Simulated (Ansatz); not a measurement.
Worked example: C3H7Br + SnH3(NH2) → C3H9N + SnH3Br

Species: C3H7Br (2-bromopropane) `CC(C)Br`, singlet; SnH3(NH2), singlet; C3H9N (isopropylamine) `CC(C)N`, singlet; SnH3Br `[Br][SnH3]`, singlet. The partners trade Br for NH2: C–Br and Sn–NH2 bonds give way to C–NH2 and Sn–Br.

Shapes, held fixed at every level: PBE0-D4/def2-TZVP. Flexible molecules stand in one conformer, not always the lowest. Programs: Ansatz 0.2.0. The zero-point and thermal change to 298 K, harmonic and unscaled (PBE0-D4/def2-TZVP), is +5.5 kJ/mol.

At CCSD(T)/def2-TZVPP; 1 Eh = 2625.50 kJ/mol:

```
  species   energy (Eh)
   C3H7Br  -2691.029986
SnH3(NH2)   -271.311971
    C3H9N   -174.187936
   SnH3Br  -2788.186363
```

Problem. Work out ΔH(298 K) of the reaction at this level.

Solution. 
1. Products less reactants: (-174.187936) + (-2788.186363) − [(-2691.029986) + (-271.311971)] = -0.032342 Eh = -84.9 kJ/mol.
2. With the thermal change: -84.9 + (+5.5) = -79.4 kJ/mol.

Other levels give -124.7 (HF/def2-SVP) to -83.3 kJ/mol (PBE-D4/def2-TZVPP). No measured value is set beside it here. For atoms past krypton def2 sets carry core potentials with scalar relativity. Relativity is left out for Br unless named. Correlated rows may include outer-core shells of Br, Sn, which these sets cover unevenly.
